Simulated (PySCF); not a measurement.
**Electronic structure of C (carbon, neutral) at the PBE0 level**

Configuration: [He] 2s2 2p1 3s1, 3s spin antiparallel (an excited configuration). Computed with PySCF 2.14 in aug-cc-pwCVDZ (5s4p2d, 27 functions), with the non-relativistic Hamiltonian (point nucleus).

* Total energy: -37.5029 hartree
* One-electron energy: -48.8753 hartree
* Hartree (Coulomb) energy: 16.3151 hartree
* Exchange-correlation energy: -4.9428 hartree
* Kinetic energy: 37.43803 hartree
* ⟨S²⟩: 1.0023
* ⟨L²⟩: 2.011
* Sum of ⟨r⟩: 9.650 bohr
* Sum of ⟨r²⟩: 32.01 bohr²
* Traceless quadrupole moment −½Σ⟨3z² − r²⟩ along its main axis: -0.806 e·bohr²
* Density at the nucleus (Gaussians lack the cusp): 123 bohr⁻³
* Spin density at the nucleus: -0.387 bohr⁻³
* Langevin diamagnetic susceptibility: -25.4 ×10⁻⁶ cm³/mol

| shell | electrons | mean orbital energy (eV) | rms radius, mean of both spins (bohr) |
| --- | --- | --- | --- |
| 1s α | 1 | -290.66 | 0.314 |
| 1s β | 1 | -290.23 | 0.314 |
| 2s α | 1 | -21.712 | 1.62 |
| 2s β | 1 | -20.036 | 1.62 |
| 2p α | 1 | -13.307 | 1.69 |
| 3s β | 1 | -2.075 | 4.87 |

The outer electron is Rydberg-like, and this basis confines it to a smaller radius and binds it less than a complete one would. With the s spin flipped the determinant is a mixture of two multiplicities, not a spectroscopic state.
